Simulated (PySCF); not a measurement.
PySCF job for BrCl₂H₂NSi, SMILES N[Si](Cl)(Cl)Br, HF/pcSseg-1. Coordinates come from a B3LYP-D3(BJ)/def2-SVP optimisation. The structure was generated by enumeration, and PubChem lists no compound with its InChIKey, so it may never have been made. Other conformers were not sampled.

```python
import numpy as np
from pyscf import gto, scf, dft
from pyscf.prop.nmr import rhf as nmr

mol = gto.M(
    atom='''
    N    -0.95117511    1.94183739    0.00000000
    Si   -0.51036014    0.29904133   -0.00000000
    Cl   -1.28393439   -0.57180040   -1.69652780
    Cl   -1.28393439   -0.57180040    1.69652780
    Br    1.69038615   -0.09522402   -0.00000000
    H    -0.85323921    2.49730692   -0.84452212
    H    -0.85323921    2.49730692    0.84452212
    ''',
    basis='pcSseg-1',
    charge=0,
    spin=0,
    max_memory=1600,
    verbose=3,
)
mf = scf.RHF(mol)
mf.conv_tol = 1e-10
mf.max_cycle = 100
mf.kernel()
n = nmr.NMR(mf)
n.verbose = 2
n.max_cycle_cphf = 60
sigma = n.kernel()
print('atom   isotropic/ppm   span/ppm')
for i, s in enumerate(sigma):
    w = np.linalg.eigvalsh((s + s.T) / 2)
    print(f'{mol.atom_symbol(i):2s}{i + 1:3d} {w.mean():14.3f} {w[2] - w[0]:11.3f}')
```

Output:

```
converged SCF energy = -3835.77373888334
atom   isotropic/ppm   span/ppm
N   1        222.426      50.296
Si  2        387.113      34.966
Cl  3        873.260     267.903
Cl  4        873.260     267.903
Br  5       2468.032     677.636
H   6         29.825      18.663
H   7         29.825      18.663
```

The run converged.

Cost: very roughly 27 core-seconds.
